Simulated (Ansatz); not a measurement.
# Worked example: the step energy

An elementary step of AlNH6O3, closed shell (AlNH₄O₂ ([NH2][Al]([OH])[OH]) + H₂O → AlH₃O₃ ([OH][Al]([OH])[OH]) + NH₃ (still joined by a long Al–N bond); Al–N, H–O broken or loosened, Al–O, N–H formed or tightened). “Start” and “end” are the PBE0-D4/def2-TZVP structures reached by relaxing down either side of its saddle point, with the molecules still in contact.

Program: Ansatz 0.2.0. Basis: def2-TZVPP and def2-QZVPP. Cores are frozen in the correlated methods.

Energies in eV:

| quantity | end | start |
| --- | --- | --- |
| Hartree–Fock, triple zeta (X = 3) | -14281.04440 | -14279.98618 |
| Hartree–Fock, quadruple zeta (X = 4) | -14281.64590 | -14280.58584 |
| MP2 correlation, X = 3 | -28.35447 | -28.44413 |
| MP2 correlation, X = 4 | -30.63224 | -30.72547 |
| CCSD(T) correlation, X = 3 | -29.83156 | -29.92629 |

Problem. Work out the step energy at the basis limit: extrapolate Hartree–Fock as E(X) = E∞ + A exp(−7.88 √X) and the MP2 correlation as E(X) = E∞ + B X^−2.97 (the exponents that Neese and Valeev fitted for def2-TZVPP and QZVPP), then add CCSD(T) − MP2 in triple zeta.

Solution. Each step is linear, so take the differences first (end − start): Hartree–Fock -1.05822 (X = 3) and -1.06006 (X = 4); MP2 correlation 0.08966 and 0.09323; CCSD(T) correlation 0.09473.
Two points give E∞ = E(4) + w [E(4) − E(3)], with w = 1/(exp(7.88 (2 − √3)) − 1) = 0.1377 for Hartree–Fock and w = 1/((4/3)^2.97 − 1) = 0.7407 for the correlation.
Hartree–Fock: -1.06006 + 0.1377 × (-0.00184) = -1.0603 eV.
MP2 correlation: 0.09323 + 0.7407 × 0.00357 = 0.0959 eV.
CCSD(T) − MP2: 0.09473 − 0.08966 = 0.0051 eV.
Sum: -1.0603 + 0.0959 + 0.0051 = -0.9593 eV, or -22.12 kcal/mol. Plain CCSD(T) in triple zeta gives -0.9635 eV, so the larger basis shifts the result by 0.0042 eV.

The T1 diagnostic stays at or below 0.012.

The step is the kind of ligand exchange by which a precursor binds to a hydroxyl group, or is hydrolysed, in atomic layer deposition of oxides.

Labels in which every atom is bracketed show which atoms are joined, not bond orders.

For scale, one of the runs: CCSD(T)/def2-TZVPP, 250 basis functions, launched by `ansatz run in.yaml --threads 8 --pin off --events-out ev --progress --plain --max-ram 19148MiB`. The run took 100 s on 8 CPU threads of an Arm Neoverse V1 (shared host), with 5.6 GiB of host memory at its peak.
